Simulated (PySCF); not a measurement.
## How the method moves the HOMO and LUMO of `C=C[SiH2]CC`

C₄H₁₀Si.
SMILES with atom numbers: `[CH2:1]=[CH:2][SiH2:3][CH2:4][CH3:5]` (hydrogens: H6, H7 on C1; H8 on C2; H9, H10 on Si3; H11, H12 on C4; H13, H14, H15 on C5)

Structure used (PBE0-D3(BJ)/def2-SVP), in Å, numbered top down from 1:
```xyz
15
C4H10Si angstrom
C      2.3586   -1.0626   -0.4247
C      2.0719    0.2392   -0.5430
Si     0.3428    0.9528   -0.4345
C     -0.9274   -0.3810   -0.0307
C     -2.3605    0.1334    0.0720
H      3.3852   -1.4430   -0.4859
H      1.5805   -1.8166   -0.2601
H      2.9095    0.9321   -0.7023
H      0.3198    2.0197    0.6194
H     -0.0134    1.6223   -1.7288
H     -0.8546   -1.1624   -0.8075
H     -0.6195   -0.8618    0.9142
H     -3.0683   -0.6760    0.3114
H     -2.6951    0.5918   -0.8724
H     -2.4613    0.8989    0.8578
```

Basis pcSseg-1 throughout (PySCF), one geometry. One conformer (not necessarily the lowest) at the PBE0-D3(BJ)/def2-SVP geometry, without solvent, vibrations or thermal averaging.

Problem. How do the orbital energies, the gap and the dipole change with the method?

Solution. 
```tsv
method	kind	HOMO (eV)	LUMO (eV)	gap (eV)	μ (D)	SCF cycles
BLYP	GGA	-6.53	-1.16	5.37	0.80	15
B97-D	GGA	-6.64	-1.21	5.43	0.81	15
OPBE	GGA	-6.68	-1.22	5.46	0.83	15
KT3	GGA	-6.69	-1.24	5.45	0.79	14
KT2	GGA	-6.70	-1.28	5.41	0.79	15
PBE	GGA	-6.71	-1.32	5.39	0.82	14
BP86	GGA	-6.81	-1.42	5.39	0.82	14
LDA	LDA	-6.86	-1.53	5.32	0.80	15
B97-2	global hybrid	-7.58	-0.36	7.23	0.83	13
B3LYP	global hybrid	-7.60	-0.51	7.09	0.81	13
PBE0	global hybrid	-7.84	-0.31	7.53	0.84	12
mPW1PW91	global hybrid	-7.86	-0.32	7.54	0.83	12
BHandHLYP	global hybrid	-8.79	0.84	9.63	0.83	12
CAM-B3LYP	range-separated hybrid	-9.16	0.89	10.05	0.81	12
wB97X-D	range-separated hybrid	-9.70	1.51	11.21	0.83	13
HF	Hartree–Fock	-10.22	3.55	13.77	0.90	10
LC-wPBE	range-separated hybrid	-10.59	2.02	12.61	0.83	12
```

The HOMO spans 4.06 eV, from BLYP down to LC-wPBE, and the gap runs from 5.32 eV (LDA) to 13.77 eV (HF). Over the methods BLYP (0 %), B97-D (0 %), OPBE (0 %), KT3 (0 %), KT2 (0 %), PBE (0 %), BP86 (0 %), LDA (0 %), B97-2 (21 %), B3LYP (20 %), PBE0 (25 %), mPW1PW91 (25 %), BHandHLYP (50 %), HF (100 %), a straight line through the gap against the share of exact exchange rises by 0.84 eV for each 10 % (correlation coefficient 1.000). The dipole ranges from 0.79 D (KT3) to 0.90 D (HF). This basis has no diffuse functions.
